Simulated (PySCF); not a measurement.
Two-component Hartree-Fock for Pd(34+) (palladium, charge +34)

Start: [Ne] 3s2. Calculated with PySCF 2.14 in an even-tempered Gaussian basis (18 s from 6.2 bohr⁻², ratio 2.4; 13 p from 8.1 bohr⁻², ratio 2.4; 4 d from 27 bohr⁻², ratio 2.6; 4 f from 41 bohr⁻², ratio 2.6): generalised Hartree-Fock with the X2C-1e Hamiltonian and a Gaussian nucleus; one run each with spin-orbit coupling (SO) switched off, then screened by Boettger's factors.

| spinor shell | electrons | ε, spin-free (eV) | ε, screened SO (eV) | weight of nominal j (screened SO) | rms radius, screened SO (bohr) |
| --- | --- | --- | --- | --- | --- |
| 1s1/2 | 2 | -26451.5 | -26450.3 | 1.000 | 0.0365 |
| 2s1/2 | 2 | -5518.8 | -5518.6 | 1.000 | 0.146 |
| 2p1/2 | 2 | -5148.4 | -5262.6 | 1.000 | 0.127 |
| 3s1/2 | 2 | -2175.0 | -2174.9 | 1.000 | 0.354 |

(1) Where does 2p3/2 lie, and what is the 2p spin-orbit splitting (screened SO)?

```tsv
quantity	spin-free	screened SO
E (hartree)	-4102.36063	-4103.08138
M_J	0	0
⟨J²⟩	0.000	0.000
⟨L²⟩	0.000	0.004
⟨S²⟩	0.000	0.004
```

Breit and QED terms are absent; they matter most for the inner s and p1/2 levels.

Densities and radii are taken from the X2C orbitals without a picture-change correction, which distorts them close to the nucleus.

Without spin-orbit coupling the j labels of p, d and f shells carry no meaning; the spin-free column gives the mean over the occupied spinors of each nl shell.

## Answers

(1) At -5095.8 eV, 166.78 eV above 2p1/2.
